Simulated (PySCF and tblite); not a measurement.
Results of a calculation; reference values are marked as such.
System: C4H9NOSi, numbered as in [CH2:1]=[CH:2][N:3]([CH3:4])[C:5](=[O:6])[SiH3:7].

Motion: rotation about the C2–N3 bond (torsion C1–C2–N3–C4 from 0° to 144°, rising). GFN2-xTB gives an electronic barrier of 6.8 kcal/mol and a reaction energy of 3.3 kcal/mol.

Q: What does BP86/pcSseg-1 + D3(BJ), IEF-PCM cyclohexane give on GFN2-xTB geometries?

A: A barrier of 6.8 kcal/mol, 0.0 above the tight-binding barrier (from unrounded values), a reaction energy of 3.8 kcal/mol and, with GFN2-xTB thermal terms, ΔG‡(298 K) = 5.9 kcal/mol and k = 6×10⁸ s⁻¹ (2 equivalent paths).

Programs: tblite and PySCF.
